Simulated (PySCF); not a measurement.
# Co: electron affinity

Co⁻ [Ar] 3d8 4s2 (3F) → Co [Ar] 3d7 4s2 (4F), as a difference of total energies. Calculation: PySCF 2.14, in aug-cc-pVDZ (7s6p4d2f, 59 functions); no relativity, point nucleus. Correlated levels: valence: [Ar] frozen. The calculations carry no spin-orbit coupling.

```tsv
method	electron affinity (eV)	difference from reference (eV)
UHF	-1.726	-2.388
MP2 (valence)	0.570	-0.092
SCS-MP2 (valence)	0.401	-0.261
CCSD (valence)	0.167	-0.495
CCSD(T) (valence)	0.407	-0.255
```

Reference: 0.662 eV (measured; photodetachment measurements, as compiled on the Wikipedia data page of electron affinities).

These non-relativistic numbers lack the scalar-relativistic shift.

The reference lies between the lowest fine-structure levels, while these numbers refer to the centres of the terms.

Errors of the correlated levels include the incompleteness of this basis and the frozen core.

A negative affinity means that the anion lies above the atom at that level of theory.

The coupled-cluster amplitudes are large for Co⁻ (T1 above 0.03 or a double amplitude above 0.15), so a single reference is strained.
